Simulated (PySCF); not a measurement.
GeBr2, optimised at PBE/def2-SVP:

```xyz
3

Ge     0.0468     0.0986     0.1654
Br     0.8789     0.3229    -2.0424
Br    -1.2890    -1.8518    -0.0030
```

Method: PySCF energies (xtb for GFN2) plus ideal-gas RRHO corrections (1 bar). 6-31G* has spherical d functions here. All species are closed-shell singlets. B3LYP is the form with VWN-RPA correlation. Br, Ge: all electrons, no relativistic terms.

List the harmonic frequencies (cm⁻¹, unscaled) at this level and at the other levels, each on its own geometry.


- PBE/def2-SVP: 95, 277, 280
- B3LYP/6-31G*: 97, 275, 280
- GFN2-xTB: 94, 259, 276
- HF/6-31G*: 112, 288, 298
- PBE0/def2-TZVP: 102, 284, 292
